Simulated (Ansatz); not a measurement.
Molecule: C4H5OSi, net charge -1, singlet state. It need not be the lowest isomer of its formula. Whether it binds its extra electron was not tested at this geometry. 
Structure (B3LYP-D3(BJ)/def2-TZVP (Ansatz, an electronic-structure program) minimum search):
```
C
C 1 1.3677
O 2 1.3488 1 111.10
H 2 1.0811 3 115.74 1 180.00
C 3 1.4349 2 103.70 4 -180.00
C 5 1.3538 3 114.88 2 0.00
H 5 1.0813 6 134.41 1 -180.00
Si 1 1.8256 2 127.08 4 0.00
H 8 1.4933 1 114.16 2 119.58
H 8 1.4933 9 105.03 1 -125.79
H 8 1.5019 9 105.19 10 -110.73
```
Charge -1, spin multiplicity 1.

Basis-set convergence of Hartree-Fock and CCSD(T) correlation energies (hartree) with Ansatz. Valence correlation only, unless marked. Spin-orbit coupling is left out. No relativistic terms.

```
basis            functions       E(HF)  E(corr, CCSD(T))
---------------  ---------  ----------  ----------------
aug-cc-pV(D+d)Z        192  -518.11746          -0.93972
aug-cc-pV(T+d)Z        400  -518.18051          -1.10526
aug-cc-pV(Q+d)Z        719  -518.19704          -1.15554
```

Extrapolating the two largest sets (X = 3 and 4) as X^-3: E(corr) = (64·(-1.15554) - 27·(-1.10526))/37 = -1.1922 Eh, an estimate of the basis-set limit. The largest set recovers 96.9 % of it, the smallest 78.8 %.
